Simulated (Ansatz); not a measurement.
`CC(C)N[SiH3]` + H₂ → `CCN[SiH3]` + CH₄ at 700 K and 1 bar (hydrogenolysis of a C–C bond).

Gas-phase electronic energies from Ansatz, PBE0-D4/def2-TZVP geometries. CCSD(T)/CBS is the MP2 limit (def2-TZVPP, def2-QZVPP) plus CCSD(T) − MP2 in def2-TZVPP, frozen cores. This one scheme is used for every species. Each species was taken in one conformer, which may not be the lowest.

```json
{"species": "`CC(C)N[SiH3]`", "CCSD(T)/CBS energy (Eh)": "-464.57848", "H − E (kJ/mol)": "453.3", "S (J/(mol·K))": "505.3"}
{"species": "H₂", "CCSD(T)/CBS energy (Eh)": "-1.17544", "H − E (kJ/mol)": "46.8", "S (J/(mol·K))": "155.3"}
{"species": "`CCN[SiH3]`", "CCSD(T)/CBS energy (Eh)": "-425.31370", "H − E (kJ/mol)": "362.5", "S (J/(mol·K))": "454.6"}
{"species": "CH₄", "CCSD(T)/CBS energy (Eh)": "-40.46206", "H − E (kJ/mol)": "145.9", "S (J/(mol·K))": "224.0"}
```

H − E and S are ideal-gas, rigid-rotor, harmonic terms from PBE0-D4/def2-TZVP, for one conformer and one mirror image of each species. For small species the MP2-based limit differs from directly extrapolated CCSD(T) by up to some mEh (0.8 for H₂); such offsets cancel only in part. 1 Eh = 2625.50 kJ/mol, R = 8.31446 J/(mol·K).

Problem. By hand: ΔE, ΔH, ΔS and ΔG.

Solution. ΔE = (-425.31370) + (-40.46206) − (-464.57848) − (-1.17544) = -0.02184 Eh = -57.3 kJ/mol. Δ(H − E) = 362.5 + 145.9 − 453.3 − 46.8 = 8.3, so ΔH = -49.0 kJ/mol. ΔS = 454.6 + 224.0 − 505.3 − 155.3 = 18.0 J/(mol·K). ΔG = -49.0 − 700 × (18.0)/1000 = -61.6 kJ/mol.

Problem. By hand: the equilibrium constant, and the temperature at which ΔG would vanish if ΔH and ΔS stayed fixed.

Solution. log₁₀ K = −ΔG/(RT ln 10) = 4.6. ΔH and −TΔS have one sign here, so there is no such temperature.

ΔH outweighs TΔS. A doubt of 5 kJ/mol in ΔE shifts log₁₀ K by 0.4 here. Other conformers and mirror images would add mixing entropy, several J/(mol·K) or more a flexible species. Modes under 60 cm⁻¹, often nearly free rotors, make the harmonic entropy too high. These are equilibria of isolated gas molecules and say nothing of rates. Largest T1 diagnostic: 0.010 (customary marks: 0.02 for closed shells, 0.045 for open ones).
